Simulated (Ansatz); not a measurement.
Steps of a relaxation of `C[Si](N)(O)[SiH3]` with RKS PBE0-D4/def2-TZVP.

```sh
$ ansatz run in.yaml --threads 2 --pin off --events-out ev --progress --plain --max-ram 32768MiB --backend cuda --devices 0, --max-vram 18GiB
```

```yaml
crystal:
  periodic: [false, false, false]
  atoms:
    - {symbol: C, position_ang: [-1.827110, -0.125840, -0.067760]}
    - {symbol: Si, position_ang: [0.033990, 0.234640, -0.265430]}
    - {symbol: N, position_ang: [0.448810, -0.602280, -1.733870]}
    - {symbol: O, position_ang: [0.324220, 1.820270, -0.544220]}
    - {symbol: Si, position_ang: [1.296030, -0.144570, 1.629410]}
    - {symbol: H, position_ang: [-2.001760, -1.154930, 0.230210]}
    - {symbol: H, position_ang: [-2.265840, 0.510700, 0.695000]}
    - {symbol: H, position_ang: [-2.371860, 0.042920, -0.992940]}
    - {symbol: H, position_ang: [0.199220, -1.573950, -1.817340]}
    - {symbol: H, position_ang: [1.374240, -0.465730, -2.109490]}
    - {symbol: H, position_ang: [-0.043980, 2.253360, -1.310920]}
    - {symbol: H, position_ang: [1.019080, 0.772480, 2.738870]}
    - {symbol: H, position_ang: [1.071510, -1.498010, 2.162160]}
    - {symbol: H, position_ang: [2.743470, -0.069060, 1.386340]}
basis:
  gaussian: {orbitals: def2-TZVP}
hamiltonian: {xc: pbe0, dispersion: d4}
relax: {f_tol: 0.005, max_steps: 150}
```

Positions (Å) and forces (eV/Å) along the path, 10 of 13 steps:

```xyz
14
step=1 energy=-20469.1896 eV
C    -1.827   -0.126   -0.068    0.723    0.096    0.218
Si    0.034    0.235   -0.265   -1.197   -0.226   -1.029
N     0.449   -0.602   -1.734    0.143    0.080    0.393
O     0.324    1.820   -0.544    0.292    0.475    0.271
Si    1.296   -0.145    1.629    0.183   -0.254    0.264
H    -2.002   -1.155    0.230   -0.031   -0.288    0.095
H    -2.266    0.511    0.695   -0.056    0.132    0.214
H    -2.372    0.043   -0.993    0.068    0.080   -0.259
H     0.199   -1.574   -1.817   -0.117   -0.118   -0.052
H     1.374   -0.466   -2.109    0.118    0.009    0.002
H    -0.044    2.253   -1.311   -0.130   -0.041   -0.194
H     1.019    0.772    2.739   -0.206    0.356    0.249
H     1.072   -1.498    2.162   -0.150   -0.387    0.065
H     2.743   -0.069    1.386    0.359    0.085   -0.236
14
step=2 energy=-20469.2674 eV
C    -1.821   -0.120   -0.019    0.376    0.096   -0.151
Si    0.001    0.281   -0.303   -0.150   -0.525   -0.151
N     0.517   -0.605   -1.710    0.002    0.060    0.170
O     0.302    1.870   -0.580    0.048    0.259    0.135
Si    1.270   -0.185    1.611   -0.034    0.158   -0.135
H    -1.969   -1.164    0.266    0.050   -0.035   -0.016
H    -2.243    0.502    0.773    0.042    0.039   -0.002
H    -2.376    0.063   -0.940   -0.124    0.008   -0.051
H     0.219   -1.566   -1.809   -0.022    0.073   -0.035
H     1.483   -0.515   -2.007   -0.228   -0.004    0.109
H    -0.052    2.293   -1.362   -0.055   -0.075   -0.090
H     0.940    0.778    2.692    0.048    0.007    0.145
H     1.014   -1.563    2.110   -0.009   -0.048    0.008
H     2.715   -0.069    1.278    0.056   -0.012    0.065
14
step=3 energy=-20469.2868 eV
C    -1.809   -0.125   -0.037    0.177    0.034   -0.044
Si    0.003    0.268   -0.302   -0.070   -0.276   -0.176
N     0.495   -0.606   -1.720    0.032    0.009    0.203
O     0.300    1.862   -0.569    0.054    0.252    0.090
Si    1.277   -0.162    1.626   -0.013    0.039   -0.065
H    -1.955   -1.174    0.236    0.007   -0.008   -0.007
H    -2.225    0.489    0.765    0.006    0.003   -0.005
H    -2.372    0.070   -0.954   -0.045    0.003   -0.001
H     0.168   -1.555   -1.841   -0.014    0.081   -0.023
H     1.461   -0.537   -2.011   -0.113   -0.012    0.041
H    -0.052    2.283   -1.355   -0.041   -0.084   -0.064
H     0.963    0.785    2.732    0.007   -0.015    0.017
H     1.017   -1.545    2.117    0.010   -0.016    0.008
H     2.730   -0.053    1.313    0.001   -0.010    0.026
14
step=4 energy=-20469.3003 eV
C    -1.799   -0.131   -0.038   -0.064   -0.050   -0.003
Si    0.000    0.280   -0.294   -0.016    0.062    0.060
N     0.492   -0.593   -1.692    0.025   -0.001   -0.018
O     0.273    1.886   -0.565    0.016    0.076   -0.005
Si    1.280   -0.150    1.631   -0.015    0.003    0.016
H    -1.930   -1.188    0.214    0.011   -0.002    0.014
H    -2.229    0.458    0.776    0.025    0.005   -0.019
H    -2.374    0.067   -0.947    0.012    0.026    0.021
H     0.086   -1.493   -1.889   -0.030   -0.037   -0.033
H     1.455   -0.563   -1.985    0.058   -0.034   -0.024
H     0.011    2.231   -1.422   -0.014   -0.050    0.030
H     0.962    0.770    2.760   -0.006    0.009   -0.008
H     1.035   -1.540    2.112   -0.006   -0.013   -0.017
H     2.737   -0.034    1.339    0.003    0.008   -0.014
14
step=5 energy=-20469.3031 eV
C    -1.795   -0.135   -0.036   -0.080   -0.045   -0.011
Si    0.002    0.284   -0.294    0.035    0.067    0.050
N     0.501   -0.593   -1.687    0.007   -0.128   -0.059
O     0.269    1.893   -0.562   -0.021    0.035   -0.055
Si    1.278   -0.144    1.633   -0.004   -0.008    0.006
H    -1.921   -1.194    0.210    0.007    0.019    0.003
H    -2.219    0.449    0.784    0.013    0.004   -0.012
H    -2.376    0.072   -0.940    0.011    0.010    0.023
H     0.054   -1.469   -1.919    0.063    0.119    0.018
H     1.471   -0.596   -1.963   -0.033   -0.037   -0.005
H     0.014    2.222   -1.429    0.005   -0.036    0.065
H     0.956    0.772    2.764   -0.003   -0.007   -0.017
H     1.033   -1.540    2.101    0.005    0.007   -0.005
H     2.734   -0.021    1.338   -0.005    0.001   -0.002
14
step=6 energy=-20469.3028 eV rejected
C    -1.785   -0.134   -0.043   -0.052    0.013    0.021
Si    0.014    0.286   -0.291    0.113   -0.003   -0.051
N     0.520   -0.602   -1.678   -0.046    0.011    0.063
O     0.277    1.893   -0.569   -0.002   -0.022    0.203
Si    1.285   -0.141    1.638    0.001    0.006   -0.022
H    -1.919   -1.190    0.204    0.014    0.006   -0.002
H    -2.210    0.456    0.774    0.013   -0.009   -0.028
H    -2.359    0.079   -0.949   -0.020    0.002   -0.003
H     0.011   -1.422   -1.958   -0.067   -0.103   -0.034
H     1.488   -0.674   -1.938    0.072    0.035    0.002
H    -0.059    2.228   -1.401   -0.026    0.059   -0.145
H     0.951    0.773    2.765    0.001   -0.006   -0.007
H     1.045   -1.539    2.101   -0.002    0.007   -0.005
H     2.741   -0.011    1.346    0.002    0.003    0.007
14
step=7 energy=-20469.3050 eV
C    -1.792   -0.135   -0.038   -0.022   -0.009   -0.001
Si    0.007    0.286   -0.292    0.010    0.007    0.007
N     0.509   -0.599   -1.680    0.007   -0.033   -0.009
O     0.265    1.896   -0.560   -0.010    0.016   -0.006
Si    1.281   -0.141    1.634   -0.001   -0.004    0.000
H    -1.919   -1.194    0.205    0.001    0.004    0.001
H    -2.215    0.448    0.783    0.008    0.003   -0.007
H    -2.373    0.079   -0.941    0.001    0.001    0.005
H     0.030   -1.446   -1.940    0.015    0.028    0.003
H     1.480   -0.634   -1.948   -0.012   -0.012    0.000
H    -0.001    2.220   -1.424    0.002   -0.003    0.013
H     0.949    0.771    2.764    0.001   -0.004   -0.007
H     1.043   -1.540    2.097    0.002    0.003   -0.003
H     2.737   -0.010    1.341    0.000    0.003    0.002
14
step=9 energy=-20469.3056 eV
C    -1.793   -0.134   -0.041    0.002    0.001   -0.001
Si    0.008    0.287   -0.291    0.006   -0.005    0.000
N     0.517   -0.606   -1.672   -0.006    0.017    0.015
O     0.258    1.900   -0.554   -0.005   -0.010   -0.001
Si    1.284   -0.141    1.631   -0.003    0.000   -0.001
H    -1.921   -1.190    0.214    0.000   -0.001    0.002
H    -2.216    0.460    0.772    0.001    0.002   -0.002
H    -2.371    0.071   -0.947    0.000    0.001   -0.002
H     0.013   -1.429   -1.956   -0.006   -0.008   -0.006
H     1.489   -0.668   -1.927    0.006   -0.002   -0.003
H    -0.010    2.227   -1.416    0.000    0.006   -0.003
H     0.946    0.762    2.766    0.001    0.000    0.001
H     1.056   -1.544    2.084    0.003   -0.001    0.001
H     2.739    0.005    1.339    0.001    0.000    0.002
14
step=11 energy=-20469.3057 eV
C    -1.792   -0.134   -0.042    0.002    0.002    0.004
Si    0.009    0.286   -0.290   -0.001   -0.001   -0.006
N     0.517   -0.607   -1.670   -0.003   -0.007    0.000
O     0.258    1.899   -0.551   -0.002    0.000    0.000
Si    1.286   -0.141    1.632    0.001   -0.004    0.001
H    -1.922   -1.186    0.229    0.000    0.000    0.000
H    -2.219    0.473    0.759   -0.001   -0.001    0.000
H    -2.367    0.057   -0.954    0.001    0.001   -0.001
H     0.003   -1.420   -1.967    0.005    0.008    0.004
H     1.489   -0.676   -1.926   -0.001    0.000    0.000
H    -0.010    2.228   -1.413    0.001    0.001    0.000
H     0.942    0.756    2.770   -0.001    0.001   -0.001
H     1.067   -1.547    2.081    0.000    0.000    0.001
H     2.740    0.013    1.342   -0.001    0.001   -0.002
14
step=13 energy=-20469.3057 eV
C    -1.793   -0.134   -0.042    0.000    0.000    0.001
Si    0.008    0.286   -0.290   -0.001    0.000    0.000
N     0.517   -0.607   -1.670    0.001    0.000    0.000
O     0.258    1.899   -0.551    0.001    0.000    0.001
Si    1.286   -0.142    1.632    0.000    0.000    0.000
H    -1.922   -1.185    0.228    0.000    0.000    0.000
H    -2.220    0.473    0.760    0.000    0.000    0.000
H    -2.367    0.058   -0.953    0.000    0.000    0.000
H     0.002   -1.420   -1.966   -0.001   -0.001    0.000
H     1.489   -0.676   -1.925    0.001    0.000    0.000
H    -0.008    2.227   -1.414    0.000    0.001   -0.002
H     0.940    0.755    2.770    0.000    0.000    0.000
H     1.069   -1.548    2.080    0.000    0.000    0.000
H     2.740    0.015    1.342    0.000    0.000    0.000
```

Hardware: 2 threads of an AMD EPYC 7R13 on a shared host and a share of an NVIDIA H100 80 GB. Wall time 20 s, peak host memory 0.87 GiB.
